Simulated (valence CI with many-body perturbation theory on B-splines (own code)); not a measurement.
Results of a calculation; reference values are marked as such.
**Energy levels of Co XXII**

Level of theory: relativistic CI+MBPT: four valence electrons over a frozen Dirac-Fock core [He], radial functions for each j: 11 s, 11 p, 10 d, 8 f, 5 g, 2 h, with the one-electron correlation potential Σ1, the two-electron term Σ2, the three-electron term Σ3, Breit, model QED; selected CI, second order for the rest, scaled by the run's own slope (own B-spline code, finite nucleus).

No measured levels were compared; by estimate levels of excited configurations hold to 0.05 to 0.15 % of their energy, terms of the ground configuration to about 0.5 %. Among the levels kept, up to 1100 cm⁻¹ of a level comes from second order outside the variational space, and about a tenth of that is noise between levels of different J, which matters for small intervals.

Levels 1 to 45 of 195, with energies above the lowest level, 2s2.2p2 3P_0. "Leading %" is the weight of the configuration and term that name the level; weights of strongly mixed levels are sums over their largest components and can fall short, so below about 35 % the name and the second component can differ from the true leading terms, or belong to a minority configuration. In the jj column 3d3/2^4 stands for four electrons in 3d with j = 3/2.

| No. | Configuration | Term | J | E (eV) | Leading % | Leading jj | Second component |
| --- | --- | --- | --- | --- | --- | --- | --- |
| 1 | 2s2.2p2 | 3P | 0 | 0.0 | 88 | 2s^2 2p1/2^2 (91 %) | 10 % 2s2.2p2 1S |
| 2 | 2s2.2p2 | 3P | 1 | 11.2 | 99 | 2s^2 2p1/2 2p3/2 (99 %) |  |
| 3 | 2s2.2p2 | 3P | 2 | 17.1 | 72 | 2s^2 2p1/2 2p3/2 (84 %) | 27 % 2s2.2p2 1D |
| 4 | 2s2.2p2 | 1D | 2 | 35.0 | 72 | 2s^2 2p3/2^2 (84 %) | 27 % 2s2.2p2 3P |
| 5 | 2s2.2p2 | 1S | 0 | 51.6 | 86 | 2s^2 2p3/2^2 (90 %) | 11 % 2s2.2p2 3P |
| 6 | 2s.2p3 | 5S° | 2 | 66.2 | 95 | 2s 2p1/2 2p3/2^2 (48 %) | 4 % 2s.2p3 3P° |
| 7 | 2s.2p3 | 3D° | 1 | 103.4 | 82 | 2s 2p1/2^2 2p3/2 (60 %) | 14 % 2s.2p3 3P° |
| 8 | 2s.2p3 | 3D° | 2 | 103.7 | 80 | 2s 2p1/2 2p3/2^2 (61 %) | 18 % 2s.2p3 3P° |
| 9 | 2s.2p3 | 3D° | 3 | 107.8 | 100 | 2s 2p1/2 2p3/2^2 (100 %) |  |
| 10 | 2s.2p3 | 3P° | 0 | 122.5 | 100 | 2s 2p1/2 2p3/2^2 (100 %) |  |
| 11 | 2s.2p3 | 3P° | 1 | 123.8 | 80 | 2s 2p1/2 2p3/2^2 (75 %) | 15 % 2s.2p3 3D° |
| 12 | 2s.2p3 | 3P° | 2 | 126.5 | 68 | 2s 2p3/2^3 (54 %) | 19 % 2s.2p3 3D° |
| 13 | 2s.2p3 | 3S° | 1 | 145.2 | 76 | 2s 2p1/2 2p3/2^2 (68 %) | 18 % 2s.2p3 1P° |
| 14 | 2s.2p3 | 1D° | 2 | 150.4 | 90 | 2s 2p1/2 2p3/2^2 (64 %) | 10 % 2s.2p3 3P° |
| 15 | 2s.2p3 | 1P° | 1 | 168.3 | 78 | 2s 2p3/2^3 (69 %) | 18 % 2s.2p3 3S° |
| 16 | 2p4 | 3P | 2 | 217.3 | 87 | 2p1/2^2 2p3/2^2 (92 %) | 12 % 2p4 1D |
| 17 | 2p4 | 3P | 0 | 229.8 | 83 | 2p1/2^2 2p3/2^2 (72 %) | 16 % 2p4 1S |
| 18 | 2p4 | 3P | 1 | 231.3 | 99 | 2p1/2 2p3/2^3 (99 %) |  |
| 19 | 2p4 | 1D | 2 | 241.2 | 87 | 2p1/2 2p3/2^3 (92 %) | 12 % 2p4 3P |
| 20 | 2p4 | 1S | 0 | 272.0 | 80 | 2p3/2^4 (72 %) | 16 % 2p4 3P |
| 21 | 2s2.2p.3s | 3P° | 0 | 1038.1 | 97 | 2s^2 2p1/2 3s (97 %) |  |
| 22 | 2s2.2p.3s | 3P° | 1 | 1039.2 | 74 | 2s^2 2p1/2 3s (96 %) | 23 % 2s2.2p.3s 1P° |
| 23 | 2s2.2p.3s | 3P° | 2 | 1055.2 | 96 | 2s^2 2p3/2 3s (96 %) |  |
| 24 | 2s2.2p.3s | 1P° | 1 | 1058.2 | 74 | 2s^2 2p3/2 3s (95 %) | 23 % 2s2.2p.3s 3P° |
| 25 | 2s2.2p.3p | 3D | 1 | 1061.3 | 66 | 2s^2 2p1/2 3p1/2 (96 %) | 28 % 2s2.2p.3p 1P |
| 26 | 2s2.2p.3p | 3P | 1 | 1069.2 | 30 | 2s^2 2p1/2 3p3/2 (89 %) | 27 % 2s2.2p.3p 3S |
| 27 | 2s2.2p.3p | 3D | 2 | 1069.8 | 78 | 2s^2 2p1/2 3p3/2 (85 %) | 10 % 2s2.2p.3p 1D |
| 28 | 2s2.2p.3p | 3P | 0 | 1071.0 | 80 | 2s^2 2p1/2 3p1/2 (86 %) | 12 % 2s2.2p.3p 1S |
| 29 | 2s2.2p.3p | 3P | 1 | 1081.8 | 44 | 2s^2 2p3/2 3p1/2 (55 %) | 35 % 2s2.2p.3p 1P |
| 30 | 2s2.2p.3p | 3D | 3 | 1083.6 | 96 | 2s^2 2p3/2 3p3/2 (96 %) |  |
| 31 | 2s2.2p.3p | 3P | 2 | 1084.7 | 58 | 2s^2 2p3/2 3p1/2 (71 %) | 17 % 2s2.2p.3p 3D |
| 32 | 2s2.2p.3p | 3S | 1 | 1084.7 | 64 | 2s^2 2p3/2 3p3/2 (59 %) | 17 % 2s2.2p.3p 3P |
| 33 | 2s2.2p.3d | 3F° | 2 | 1092.6 | 74 | 2s^2 2p1/2 3d3/2 (97 %) | 21 % 2s2.2p.3d 1D° |
| 34 | 2s2.2p.3p | 1D | 2 | 1093.1 | 70 | 2s^2 2p3/2 3p3/2 (76 %) | 22 % 2s2.2p.3p 3P |
| 35 | 2s.2p2.3s | 5P | 1 | 1093.2 | 92 | 2s 2p1/2^2 3s (57 %) |  |
| 36 | 2s2.2p.3d | 3F° | 3 | 1097.8 | 72 | 2s^2 2p1/2 3d5/2 (87 %) | 16 % 2s2.2p.3d 3D° |
| 37 | 2s2.2p.3d | 3P° | 2 | 1098.4 | 36 | 2s^2 2p1/2 3d5/2 (93 %) | 30 % 2s2.2p.3d 3D° |
| 38 | 2s2.2p.3p | 1S | 0 | 1100.5 | 68 | 2s^2 2p3/2 3p3/2 (61 %) | 25 % 2s.2p2.3s 3P |
| 39 | 2s2.2p.3d | 3D° | 1 | 1100.6 | 63 | 2s^2 2p1/2 3d3/2 (93 %) | 18 % 2s2.2p.3d 3P° |
| 40 | 2s.2p2.3s | 5P | 2 | 1101.0 | 96 | 2s 2p1/2 2p3/2 3s (90 %) |  |
| 41 | 2s.2p2.3s | 3P | 0 | 1106.7 | 64 | 2s 2p1/2^2 3s (46 %) | 18 % 2s2.2p.3p 1S |
| 42 | 2s.2p2.3s | 5P | 3 | 1108.1 | 93 | 2s 2p1/2 2p3/2 3s (57 %) | 6 % 2s.2p2.3s 3D |
| 43 | 2s2.2p.3d | 3F° | 4 | 1110.7 | 97 | 2s^2 2p3/2 3d5/2 (97 %) |  |
| 44 | 2s2.2p.3d | 1D° | 2 | 1111.4 | 47 | 2s^2 2p3/2 3d3/2 (58 %) | 25 % 2s2.2p.3d 3D° |
| 45 | 2s.2p2.3s | 3P | 1 | 1112.5 | 88 | 2s 2p1/2 2p3/2 3s (83 %) | 6 % 2s2.2p.3p 3P |

Names give the largest LS component (configuration and term), which can be under half, so a name can repeat, a term be missing and a line seem to break the LS rules; names also repeat where a configuration has a term twice.

The ionisation energy to 2s2.2p 2P°_1/2 of the next ion comes out as 1846.4 eV (NIST: 1844 ± 1.1 eV (semi-empirical)). All 195 levels together are meant to be complete up to 1275.4 eV.
